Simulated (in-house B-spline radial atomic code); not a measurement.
Response and correlation of I XLII (I41+)

Closed shell [Ne] 3s2. Computed with a B-spline radial code for spherical atoms: Dirac-Hartree-Fock, relativistic RPA (time-dependent Dirac-Hartree-Fock) for the response and second-order many-body perturbation theory for correlation, no-pair Dirac-Coulomb Hamiltonian, finite nucleus.

| multipole (bohr³, bohr⁵, bohr⁷) | uncoupled | coupled RPA |
| --- | --- | --- |
| dipole | 0.012827 | 0.015025 |
| quadrupole | 0.00035518 | ? |
| octupole | 1.7373e-05 | 1.7965e-05 |

**Question.** What is the coupled quadrupole polarisability?

**Answer.** 0.00040931 atomic units, +15 % against the uncoupled value.

**Question.** Which subshells carry the dipole polarisability?

**Answer.** 3s1/2 99.6 %, 2p3/2 0.2 %, 2p1/2 0.1 %.

**Question.** What does the dipole shielding factor come to?

**Answer.** The dipole shielding factor is 0.226, against the exact N/Z = 12/53 = 0.226 of the non-relativistic theorem.

Dipole polarisability at imaginary frequency:

| u (Eh) | α(iu) (bohr³) |
| --- | --- |
| 0 | 0.01503 |
| 5.44 | 0.007997 |
| 13.6 | 0.002816 |
| 27.2 | 0.00111 |
| 40.8 | 0.0006946 |
| 54.4 | 0.0005169 |
| 81.7 | 0.0003494 |
| 109 | 0.000264 |
| 136 | 0.0002102 |
| 191 | 0.0001424 |
| 272 | 8.901e-05 |
| 408 | 4.793e-05 |
| 544 | 2.963e-05 |
| 817 | 1.441e-05 |
| 1360 | 5.606e-06 |
| 2720 | 1.49e-06 |

**Question.** What dispersion coefficients follow for two such ions (the dispersion part alone)?

**Answer.** C6 = (3/π)∫α(iu)²du = 0.00102 hartree·bohr⁶ and C8 = 0.0002102 hartree·bohr⁸.

Lowest J = 1 odd-parity excitations:

| energy (eV) | oscillator strength | leading channel | weight |
| --- | --- | --- | --- |
| 88.043 | 0.042 | 3s1/2 → p1/2 | 0.966 |
| 186.97 | 0.498 | 3s1/2 → p3/2 | 0.965 |
| 1465.3 | 0.207 | 3s1/2 → p1/2 | 0.997 |
| 1498.2 | 0.392 | 3s1/2 → p3/2 | 0.997 |
| 2072.2 | 0.0588 | 3s1/2 → p1/2 | 0.999 |
| 2088.4 | 0.115 | 3s1/2 → p3/2 | 0.999 |
| 2395.2 | 0.0266 | 3s1/2 → p1/2 | 0.999 |
| 2404.7 | 0.0528 | 3s1/2 → p3/2 | 0.999 |

Second-order correlation energy by the highest angular momentum of the excited pair (hartree): s -0.02075, p -0.2389, d -0.2407, f -0.05877, g -0.02168, h -0.008163, i -0.003732, k -0.00193.

**Question.** What is the second-order correlation energy at the partial-wave limit?

**Answer.** The listed waves sum to -0.59458 hartree; extrapolating the increments as (l + 1/2)⁻⁴ gives -0.59853 hartree, -1.36 eV per electron.
